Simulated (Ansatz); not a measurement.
BeH₂. The state is a singlet with charge 0. Geometry PBE-D4/def2-TZVP, basis def2-TZVP, Ansatz.

```tsv
run	HOMO (eV)	LUMO (eV)
A	-7.76	-1.03
B	-10.29	0.15
C	-7.81	-1.43
D	-8.62	-1.00
E	-8.79	-0.75
F	-8.25	-0.77
```

B3LYP takes the VWN-RPA correlation.

Q: The runs used B3LYP, B97M-V, CAM-B3LYP, PBE0, r2SCAN, r2SCANh. Estimate which is which.

A: A r2SCAN (0 % exact exchange); B CAM-B3LYP (range-separated); C B97M-V (0 % exact exchange); D B3LYP (20 % exact exchange); E PBE0 (25 % exact exchange); F r2SCANh (10 % exact exchange). Exact exchange lowers occupied and raises empty levels; among semilocal functionals meta-GGAs tend to open the gap a little, and such runs are hard to tell apart. The gap grows from 6.38 eV (B97M-V) to 10.44 eV (CAM-B3LYP).
